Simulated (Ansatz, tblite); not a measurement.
Cost and result up the ladder for the cluster CaCl2⁻ (3 atoms). Total charge -1; doublet. Geometry: PBE-D4/def2-TZVPD.

```xyz
3

Ca   -0.2843    0.6997    0.1759
Cl    1.6246    0.6072   -1.4989
Cl   -1.3404   -1.3068    1.3230
```

Ansatz on 4 threads of Arm Neoverse V2 on a shared host; xTB runs through tblite on one thread. Times are rough, summed over both states, and most runs start from the orbitals of an earlier one. CCSD(T)/def2-TZVPPD serves as the yardstick here, not as an exact answer. The other state is a singlet.

The xTB rows come from tblite. Correlated methods freeze 15 core orbitals; core or outer-core shells of Ca are correlated, in sets that lack core-valence functions. The structure comes from a short search, and lower isomers may exist.

Correlated methods converge slowly with the basis.

Raw xTB energies of ions are shifted by several eV, and xTB has no spin-polarisation term.

| level | functions | wall time | vertical IE (eV) | difference from CCSD(T)/def2-TZVPPD (eV) | remarks |
| --- | --- | --- | --- | --- | --- |
| GFN2-xTB | 27 | 0.004 s | 6.21 | 4.93 | – |
| GFN1-xTB | 27 | 0.005 s | 5.81 | 4.53 | – |
| PBE-D4/def2-TZVPD | 128 | 2.2 s | 1.29 | 0.00 | HOMO above zero (-1 doublet) |
| PBE0-D4/def2-TZVPD | 128 | 3.7 s | 1.31 | 0.03 | HOMO above zero (-1 doublet) |
| r2SCAN-D4/def2-TZVPD (with forces) | 128 | 6 s | 1.24 | -0.04 | HOMO above zero (-1 doublet) |
| CCSD(T)/def2-TZVPPD | 138 | 10 s | 1.28 | 0.00 | – |
